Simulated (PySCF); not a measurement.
# Relaxation of triplet H₃RuN

Level of theory: UPBE0 in PySCF with Ru def2-TZVP with ECP28, N def2-TZVP, H def2-TZVP; scalar-relativistic core potentials, no spin–orbit coupling; density-fitted integrals. A (50,194) grid was used.

A hand-made square planar start, of C2v symmetry, held to at least that symmetry:

```xyz
5
charge 0 multiplicity 3, angstrom
Ru    0.0000    0.1916    0.0000
N     0.0000   -1.5484    0.0000
H     1.5700    0.1916    0.0000
H     0.0000    1.7616    0.0000
H    -1.5700    0.1916    0.0000
```

Optimiser trace:
| step | E − E(last) (kJ/mol) | largest gradient (Eh/bohr) |
| --- | --- | --- |
| 0 | 197.87 | 0.21476 |
| 1 | 84.81 | 0.08414 |
| 2 | 37.38 | 0.03250 |
| 3 | 18.93 | 0.01755 |
| 4 | 10.83 | 0.01597 |
| 5 | 4.30 | 0.00838 |
| 6 | 2.67 | 0.00395 |
| 7 | 2.50 | 0.00347 |
| 8 | 1.86 | 0.00282 |
| 9 | 1.16 | 0.00628 |
| 10 | 0.55 | 0.00645 |
| 11 | 0.03 | 0.00208 |
| 12 | 0.00 | 0.00026 |
| 13 | 0.00 | 0.00017 |

It ends at C2v with Ru–H 1.644 Å (×2), Ru–H 1.814 Å, Ru–N 1.623 Å; H–Ru–H 61.6° (×2), H–Ru–H 123.2°, H–Ru–N 118.4° (×2), H–Ru–N 180.0° (after a last refinement on a finer grid). A frequency run shows 2 imaginary modes, down to 1217i cm⁻¹, so it is a higher-order saddle point.

Other spin states or occupations of the open shell can lie lower. At this level a singlet minimum of Cs symmetry lies 274 kJ/mol below this structure.
